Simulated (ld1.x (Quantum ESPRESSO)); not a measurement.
## What one change does to a pseudopotential (Cs, TM)

ld1.x (Quantum ESPRESSO) 7.5 input, shortened:

```
&input
   title='Cs', zed=55., rel=0, dft='PZ', iswitch=3,
   config='[Xe] 5d0 6s1 6p0'
 /
 &inputp
   pseudotype=2, tm=.true., lloc=2,
   nlcc=.true., rcore=1.80
 /
3
6S  1  0   1.00   0.00  3.80  3.80  0.0
6P  2  1   0.00   0.00  3.45  3.45  0.0
5D  3  2   0.00   0.00  4.20  4.20  0.0
 &test
   configts(1)='5d0 6s1 6p0'
 /
```

Change: functional PBE.

Cutoffs: the cutoffs (Ry, on a coarse ladder) from which the occupation-weighted sum of valence levels, in a spherical-Bessel basis at the reference potential, stays within 10 and 1 mRy of its value at 400 Ry; they do not see the model core or the augmentation charge, which bear on the density cutoff. Errors are all-electron minus pseudo energies relative to the spin-unpolarised reference configuration.

**Question.** Predict the effect on cutoff, ghosts and configuration errors.

**Answer.** Both files are so soft that the ladder of cutoffs tells neither apart; both files keep a bound ghost (p, s); the number of tests that count goes from 6 to 3; of the 3 tests that both files solve, the error grows in 0 and shrinks in 1 by more than 15 % and 0.3 meV (median size 3.4 → 3.7 meV).

```csv
quantity,base,changed
"cutoff, loose",6 Ry,6 Ry
"cutoff, tight",6 Ry,6 Ry
bound ghosts,"p, s","p, s"
"tests counted (converged, no solver errors)",6 of 6,3 of 4
"error for 5d0 6s0.5 6p0, meV [ΔE 1.50 → 1.42 eV]",-3.4,-2.1
"error for 5d1 6s0 6p0, meV [ΔE 1.43 → 1.40 eV]",-10.0,-11
"error for 5d0.5 6s0.5 6p0, meV [ΔE 0.72 → 0.70 eV]",-3.4,-3.7
s: phases at 4.53 bohr within 0.05 rad from the reference energy up to (Ry; the scan ends near 5),n/a,1.2
p: phases at 4.53 bohr within 0.05 rad from the reference energy up to (Ry; the scan ends near 5),-0.0,-0.0
d: phases at 4.53 bohr within 0.05 rad from the reference energy up to (Ry; the scan ends near 5),0.9,1.0
```

Changed file: Tests not counted: 5d0 6s0 6p1 (solver errors, printed error -1.1 eV). A true bound ghost makes a file unfit for plane-wave use even where its test errors are small: the radial tests pick states by their node count and pass the ghost by. Where a test does run into it, the solver fails or the error is huge.
